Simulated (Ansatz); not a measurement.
`B/C=C/[SiH3]` + `N[SiH2][SiH2]Cl` → `[SiH3]N[SiH2][SiH2]Cl` + `BC=C`  (ligand exchange at the Si–C bond)

Program: Ansatz. Geometries: PBE0-D4/def2-TZVP. ΔE: electronic, gas phase. CBS: MP2 limit from def2 TZ/QZ plus the TZ coupled-cluster correction, frozen cores. Functionals use def2-TZVPP. HSE06 is defined as in plane-wave codes. One conformer a species, not always the lowest.

`B/C=C/[SiH3]`:

Z-matrix (Å, degrees):
```
Si
C 1 1.869
H 1 1.485 2 109.3
H 1 1.488 2 109.9 3 -120.6
H 1 1.488 2 109.9 3 120.6
C 2 1.347 1 124.8 3 -0.3
H 2 1.091 1 118.2 3 179.7
B 6 1.539 2 121.3 1 -179.9
H 6 1.091 2 117.8 1 0.0
H 8 1.197 6 121.9 2 179.7
H 8 1.198 6 118.7 2 -0.3
```

`N[SiH2][SiH2]Cl`:

Cartesian coordinates in Å:
```
N -0.411 1.663 -0.297
Si -0.079 0.433 0.857
Si 0.131 -1.548 -0.372
Cl 1.332 -1.099 -2.005
H 0.139 1.700 -1.141
H -0.685 2.585 0.000
H -1.220 0.350 1.809
H 1.159 0.608 1.678
H -1.161 -2.047 -0.908
H 0.795 -2.645 0.378
```

`[SiH3]N[SiH2][SiH2]Cl`:

Cartesian coordinates in Å:
```
Si -1.318 -1.470 -0.310
N -1.194 -0.081 0.707
Si 0.207 0.848 1.096
Si 1.735 0.836 -0.684
Cl 0.700 1.158 -2.444
H 0.050 -1.746 -0.818
H -2.245 -1.246 -1.451
H -1.805 -2.661 0.439
H -2.049 0.230 1.147
H -0.208 2.255 1.355
H 0.926 0.374 2.317
H 2.717 1.941 -0.525
H 2.485 -0.437 -0.829
```

`BC=C`:

Z-matrix (Å, degrees):
```
B
C 1 1.534
H 1 1.197 2 122.0
H 1 1.199 2 118.7 3 180.0
C 2 1.339 1 120.5 3 180.0
H 2 1.089 1 121.7 3 -0.0
H 5 1.086 2 120.6 1 0.0
H 5 1.087 2 123.0 1 -180.0
```

```json
{"level": "LDA (SPW92)", "ΔE (kcal/mol)": "-11.7", "difference from CCSD(T)/CBS": "2.2"}
{"level": "BLYP-D4", "ΔE (kcal/mol)": "-13.2", "difference from CCSD(T)/CBS": "0.7"}
{"level": "B97M-V", "ΔE (kcal/mol)": "-13.7", "difference from CCSD(T)/CBS": "0.2"}
{"level": "r2SCAN0-D4", "ΔE (kcal/mol)": "-13.8", "difference from CCSD(T)/CBS": "0.1"}
{"level": "HSE06-D4", "ΔE (kcal/mol)": "-12.8", "difference from CCSD(T)/CBS": "1.1"}
{"level": "CAM-B3LYP-D4", "ΔE (kcal/mol)": "-14.2", "difference from CCSD(T)/CBS": "-0.3"}
{"level": "ωB97M-V", "ΔE (kcal/mol)": "-14.0", "difference from CCSD(T)/CBS": "-0.1"}
{"level": "B2PLYP", "ΔE (kcal/mol)": "-13.2", "difference from CCSD(T)/CBS": "0.7"}
{"level": "BLYP", "ΔE (kcal/mol)": "-11.0", "difference from CCSD(T)/CBS": "2.9"}
{"level": "RPA@PBE/def2-TZVPP", "ΔE (kcal/mol)": "-14.2", "difference from CCSD(T)/CBS": "-0.3"}
{"level": "MP2/def2-SVP", "ΔE (kcal/mol)": "-14.3", "difference from CCSD(T)/CBS": "-0.4"}
{"level": "CCSD(T)/def2-SVP", "ΔE (kcal/mol)": "-14.1", "difference from CCSD(T)/CBS": "-0.2"}
{"level": "HF/def2-TZVPP", "ΔE (kcal/mol)": "-14.7", "difference from CCSD(T)/CBS": "-0.8"}
{"level": "MP2/def2-TZVPP", "ΔE (kcal/mol)": "-14.3", "difference from CCSD(T)/CBS": "-0.4"}
{"level": "SCS-MP2/def2-TZVPP", "ΔE (kcal/mol)": "-14.4", "difference from CCSD(T)/CBS": "-0.5"}
{"level": "HF/CBS(def2)", "ΔE (kcal/mol)": "-14.9", "difference from CCSD(T)/CBS": "-1.0"}
{"level": "CCSD(T)/CBS", "ΔE (kcal/mol)": "-13.9", "difference from CCSD(T)/CBS": "0"}
```

Largest T1 diagnostic among the species: 0.012.

From BLYP to BHLYP (50 % exact exchange), in def2-TZVPP and without D4, ΔE moves by −2.6 kcal/mol. The D4 term adds −1.8 kcal/mol with B3LYP and −1.1 kcal/mol with PBE0; it sums over pairs of atoms, weighted by their polarisabilities, and B3LYP, whose exchange is more repulsive, gets the larger term. Leaving LDA and LC-ωPBE aside and taking each functional with its dispersion term where it has one, the values, not all of them listed here, spread over 3.7 kcal/mol, from BHLYP-D4 to PBE-D4. LDA lies −1.1 kcal/mol from PBE without D4.

B3LYP here is the variant with VWN-RPA as its local correlation; programs differ in this.
